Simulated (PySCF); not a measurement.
Job file and geometry (Å, from GFN2-xTB) of an NMR shielding run on SMILES C1=C\C=C/B[SiH2]\C(F)=C/1, C₆H₈BFSi, PySCF 2.14.0, density-fitted response routines, GIAO PBE0/pcSseg-1 NMR shielding, non-relativistic, gas phase; density fitting, a coarse starting grid and PySCF grid level 2 are the driver's defaults:

```
$ OMP_NUM_THREADS=1 python probes_run.py task.json out

{"job": {"kind": "nmr", "xc": "PBE0", "basis": "pcSseg-1"}, "charge": 0, "multiplicity": 1}
F     -2.366340    -0.712150    -1.443555
C     -1.386259    -0.569790    -0.507127
C     -0.428804    -1.527965    -0.515042
C      0.711923    -1.616921     0.313641
C      1.576985    -0.647544     0.735297
C      1.744337     0.689949     0.301009
C      0.919079     1.464918    -0.460204
B     -0.570817     1.410017    -0.728089
Si    -1.713363     0.837295     0.729407
H     -0.604541    -2.381870    -1.164615
H      0.985068    -2.635199     0.570865
H      2.387274    -1.005586     1.361642
H      2.729617     1.087283     0.529620
H      1.404989     2.354177    -0.859282
H     -1.015143     1.843139    -1.724006
H     -1.213236     0.422751     2.043727
H     -3.167768     0.999526     0.806799
```

Task: Write the output of this run.

Result: 
```
coarse grid: 15272 points
cycle   1  E = -646.8408823563  dE =  1.326e+00  |g| = 5.274e-01  |ddm| = 4.000e+00
cycle   2  E = -646.7828532887  dE =  5.803e-02  |g| = 7.437e-01  |ddm| = 1.131e+00
cycle   3  E = -646.9027996242  dE = -1.199e-01  |g| = 1.161e-01  |ddm| = 7.344e-01
cycle   4  E = -646.9060917754  dE = -3.292e-03  |g| = 5.054e-02  |ddm| = 1.810e-01
cycle   5  E = -646.9068040228  dE = -7.122e-04  |g| = 1.434e-02  |ddm| = 6.926e-02
cycle   6  E = -646.9068517604  dE = -4.774e-05  |g| = 5.532e-03  |ddm| = 1.865e-02
cycle   7  E = -646.9068599052  dE = -8.145e-06  |g| = 9.955e-04  |ddm| = 6.628e-03
final grid: 144968 points
cycle   8  E = -646.9642987066  dE = -3.750e-05  |g| = 7.799e-03  |ddm| = 4.168e-02
cycle   9  E = -646.9642868557  dE =  1.185e-05  |g| = 1.067e-02  |ddm| = 1.947e-02
cycle  10  E = -646.9643147281  dE = -2.787e-05  |g| = 1.514e-03  |ddm| = 1.158e-02
cycle  11  E = -646.9643151804  dE = -4.523e-07  |g| = 4.004e-04  |ddm| = 1.552e-03
cycle  12  E = -646.9643152218  dE = -4.139e-08  |g| = 1.730e-04  |ddm| = 6.665e-04
cycle  13  E = -646.9643152293  dE = -7.508e-09  |g| = 3.893e-05  |ddm| = 2.086e-04
cycle  14  E = -646.9643152296  dE = -3.224e-10  |g| = 9.290e-06  |ddm| = 5.709e-05
converged SCF energy = -646.9643152296

GIAO shielding tensors (ppm)
atom      isotropic    diamagn.    paramagn.     s11        s22        s33       span
  0 F      255.929     475.027    -219.098     98.019    312.940    356.828    258.809
  1 C       33.319     258.400    -225.081      1.322     16.392     82.243     80.921
  2 C       41.630     254.994    -213.364    -67.005     40.544    151.352    218.357
  3 C       64.123     256.684    -192.561    -45.041     68.533    168.877    213.919
  4 C       49.288     254.896    -205.608    -53.428     33.738    167.555    220.983
  5 C       47.812     254.626    -206.814    -71.364     49.659    165.142    236.506
  6 C       20.851     257.561    -236.710   -117.938      4.023    176.467    294.404
  7 B       76.866     197.512    -120.645     16.704     81.658    132.238    115.534
  8 Si     408.470     881.432    -472.962    363.413    401.776    460.219     96.806
  9 H       23.694      29.969      -6.275     20.608     22.912     27.561      6.953
 10 H       24.708      29.641      -4.933     19.837     26.006     28.280      8.443
 11 H       24.599      29.952      -5.353     20.139     25.790     27.867      7.728
 12 H       24.103      29.598      -5.495     19.708     24.632     27.969      8.260
 13 H       23.301      29.704      -6.403     20.336     22.585     26.983      6.646
 14 H       27.252      30.076      -2.823     23.383     26.911     31.463      8.081
 15 H       29.485      29.946      -0.461     23.610     27.568     37.278     13.667
 16 H       26.888      29.206      -2.318     23.308     24.931     32.425      9.118
```

Size and cost of the density-fitted run: 200 basis functions, 53 s wall time on 1 thread of an Arm Neoverse V1, shared host; peak memory 0.89 GiB.
